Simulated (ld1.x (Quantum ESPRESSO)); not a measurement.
**What the settings do to the PAW potential of Nb (Z = 41)**

Base potential:

niobium, PAW, made with ld1.x (Quantum ESPRESSO) 7.5 (LDA (PZ), scalar-relativistic). Core [Kr], reference 4d3 5s0 5p0 (charge +2). Waves: 5s (bound, empty): rcut 2.25, rcutus 3.10 bohr; 5s channel at -0.85 Ry: rcut 2.25, rcutus 3.10 bohr; 5p (bound, empty): rcut 3.25, rcutus 3.65 bohr; 5p channel at 1.25 Ry: rcut 3.25, rcutus 3.65 bohr; 4d (bound): rcut 1.65, rcutus 1.75 bohr; 4d channel at -0.6 Ry: rcut 1.65, rcutus 1.75 bohr. Local part: all-electron potential smoothed inside 3.45 bohr (lloc = -1). Core correction: Bessel-smoothed model core inside 1.15 bohr. Augmentation charge: PSQ, radius 1.90 bohr.

All-electron outer shells of the reference configuration (LDA (PZ), scalar-relativistic, ld1.x):

| shell | level (eV) | outermost node (bohr) | outermost maximum (bohr) |
| --- | --- | --- | --- |
| 4p | -52.01 | 0.54 | 1.12 |
| 4d | -19.32 | 0.55 | 1.45 |
| 5s | -17.20 | 1.38 | 2.72 |
| 5p | -12.34 | 1.57 | 3.23 |

Cutoffs, loose and tight: the cutoffs (Ry, on a coarse ladder) from which the occupation-weighted sum of valence levels, in a spherical-Bessel basis at the reference potential, stays within 10 and 1 mRy of its value at 400 Ry. They do not see the model core or the augmentation charge, which bear on the density cutoff. Test errors are all-electron minus pseudo excitation energies from the reference, over the configurations 4d4 5s1 5p0; 4d4 5s0 5p0; 4d2 5s0 5p0; 4d3 5s1 5p0; 4d3 5s1 5p1; 4d3 5s2 5p0; 4d4 5s0 5p1 (two spin-polarised tests are not counted in the largest error). A dash means not determined; rows that change the core or the reference have their own tests. The largest error is taken over the tests solved by every variant that gives reliable tests at all: 4d2 5s0 5p0; 4d3 5s1 5p0; 4d4 5s0 5p0; 4d4 5s1 5p0.

A true bound ghost makes a file unfit for plane-wave use even where its test errors are small: the radial tests pick states by their node count and pass the ghost by.

Cutoffs are not given where the Bessel-basis levels miss the radial ones by over 6 mRy, ghosts where they miss by over 20 mRy; a channel whose overlap is not positive is not tested.

A file whose overlap is not positive is unfit for use, and its test errors describe a broken file.

```csv
change,outcome,"cutoff, loose","cutoff, tight",bound ghosts,largest test error (meV)
base,generated,30 Ry,40 Ry,none,-202
"wave 5p channel at 1.25 Ry: rcut 3.25, rcutus 3.65 bohr becomes 5p channel at -0.72 Ry: rcut 3.25, rcutus 3.65 bohr",generated,30 Ry,40 Ry,none,-202
"augmentation BESSEL, radius 1.20 bohr",generated,30 Ry,40 Ry,none,test run stopped at test 1 of 9 (negative rho)
"all radii but the core radius scaled by about 1.20 (s 3.72, p 4.36, d 2.10 bohr, rcut 2.70/3.90/1.98); local potential all-electron potential smoothed inside 4.14 bohr (lloc = -1); augmentation PSQ, radius 2.28 bohr","generated, overlap not positive",–,–,not determined (overlap not positive),-219
local potential all-electron potential smoothed inside 1.40 bohr (lloc = -1),generated,30 Ry,40 Ry,"s, p",-200
"waves 5s (bound): rcut 2.25, rcutus 3.96 bohr; 5s channel at -0.85 Ry: rcut 2.25, rcutus 3.96 bohr",generated,30 Ry,40 Ry,none,-202
"waves 4d (bound): rcut 1.64, rcutus 1.74 bohr; 4d channel at -0.6 Ry: rcut 1.64, rcutus 1.74 bohr",generated,30 Ry,40 Ry,none,-202
```

Q: What comes out with this change to the base: reference 4d4 5s0 5p1?

A: outcome: generated, overlap not positive; bound ghosts: not determined (overlap not positive); largest test error (meV): -542. A file whose overlap is not positive is unfit for use, and its test errors describe a broken file.
